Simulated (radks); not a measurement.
Values are calculated unless marked as measured or tabulated.
Ionisation of the holmium ion Ho+, [Xe] 4f11 6s1, to Ho2+, [Xe] 4f11, under several functionals. Dirac Kohn-Sham, spin-unpolarised, spherical densities, point nucleus; open shells are shared between the two j in proportion to 2j + 1; a radial shooting solver on a logarithmic mesh with Libxc functionals.

\begin{tabular}{lrrrrrr}
functional & E(Ho+) (hartree) & Exc (hartree) & IE (eV) & -e(HOMO) (eV) & <r> HOMO (bohr) & IE error (eV) \\ \hline
B86b exchange with PBE correlation & -12629.2918 & -272.7309 & 11.806 & 8.979 & 3.666 & +0.025 \\
exchange-only B88 & -12625.5644 & -268.9506 & 11.259 & 8.090 & 0.8646 & -0.522 \\
RPBE & -12628.6647 & -272.0987 & 11.759 & 8.802 & 3.712 & -0.022 \\
exchange-only LDA & -12613.3997 & -256.6611 & 11.136 & 8.021 & 0.8651 & -0.645 \\
\end{tabular}

NIST Atomic Spectra Database: 11.78 eV (semi-empirical). Closest: RPBE. The Delta-SCF values span 0.67 eV, the total energies 15.89 hartree. The highest occupied level is 6s1/2. Spin polarisation and multiplet splitting are left out, so open shells lie too high by an amount that depends on their filling. Sharing an open shell by 2j + 1 raises it above the true ground level by a part of the spin-orbit splitting, which enters the differences from NIST.

Beside tabulated values, note that spin-unpolarised runs miss the spin-polarisation part of the exchange energy of open shells.
